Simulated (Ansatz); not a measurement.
System: InCl, charge 0, multiplicity 1. SMILES: [Cl][In]
Geometry: optimised at B3LYP-D3(BJ)/def2-TZVP (Ansatz, a first-principles code).

Parts of the frozen-core correlation energy in def2-SVP (Ansatz, hartree). Frozen orbitals: 14; correlated occupied orbitals by spin: 5 and 5; virtual: 25 and 25. Spin-orbit coupling is left out. Past Kr the def2 sets carry scalar-relativistic core potentials.

```
term                            value
-------------------------  ----------
reference (HF)             -648.64786
MP2 opposite-spin            -0.12687
MP2 same-spin                -0.04126
CCSD correlation             -0.18955
(T)                          -0.00411
CCSDT minus CCSD(T)          -0.00050
CCSDT(Q) minus CCSD(T)       -0.00091
T1 diagnostic                   0.014
largest doubles amplitude       0.076
```
